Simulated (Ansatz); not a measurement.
`[SiH3][SiH]1[CH2][AlH]1` + `OB(F)F` → `FB(F)O[SiH3]` + `[CH2]1[AlH][SiH2]1` at 500 K and 1 bar (cleavage of the Si–Si bond).

Isolated molecules relaxed with PBE0-D4/def2-TZVP in Ansatz; ΔE leaves out vibrations. CBS: MP2 limit from def2 TZ/QZ plus the TZ coupled-cluster correction, frozen cores. This one scheme is used for every species. Each species was taken in one conformer, which may not be the lowest.

```json
{"species": "`[SiH3][SiH]1[CH2][AlH]1`", "CCSD(T)/CBS energy (Eh)": "-862.37337", "H − E (kJ/mol)": "224.1", "S (J/(mol·K))": "439.4"}
{"species": "`OB(F)F`", "CCSD(T)/CBS energy (Eh)": "-300.33752", "H − E (kJ/mol)": "91.0", "S (J/(mol·K))": "306.4"}
{"species": "`FB(F)O[SiH3]`", "CCSD(T)/CBS energy (Eh)": "-590.65048", "H − E (kJ/mol)": "145.7", "S (J/(mol·K))": "396.2"}
{"species": "`[CH2]1[AlH][SiH2]1`", "CCSD(T)/CBS energy (Eh)": "-572.08710", "H − E (kJ/mol)": "162.3", "S (J/(mol·K))": "355.0"}
```

H − E and S are ideal-gas, rigid-rotor, harmonic terms from PBE0-D4/def2-TZVP, for one conformer and one mirror image of each species. 1 Eh = 2625.50 kJ/mol, R = 8.31446 J/(mol·K).

By hand: ΔE, ΔH, ΔS and ΔG.

ΔE = (-590.65048) + (-572.08710) − (-862.37337) − (-300.33752) = -0.02669 Eh = -70.1 kJ/mol. Δ(H − E) = 145.7 + 162.3 − 224.1 − 91.0 = -7.1, so ΔH = -77.2 kJ/mol. ΔS = 396.2 + 355.0 − 439.4 − 306.4 = 5.4 J/(mol·K). ΔG = -77.2 − 500 × (5.4)/1000 = -79.9 kJ/mol.

By hand: the equilibrium constant, and the temperature at which ΔG would vanish if ΔH and ΔS stayed fixed.

log₁₀ K = −ΔG/(RT ln 10) = 8.3. ΔH and −TΔS have one sign here, so there is no such temperature. One of them is within its doubt of zero, so this could turn.

The number of gas molecules stays the same, so ΔS is small and ΔH decides. A doubt of 5 kJ/mol in ΔE shifts log₁₀ K by 0.5 here. Other conformers and mirror images would add mixing entropy, several J/(mol·K) or more a flexible species. Modes under 60 cm⁻¹, often nearly free rotors, make the harmonic entropy too high. These are equilibria of isolated gas molecules and say nothing of rates. Largest T1 diagnostic: 0.014 (customary marks: 0.02 for closed shells, 0.045 for open ones).
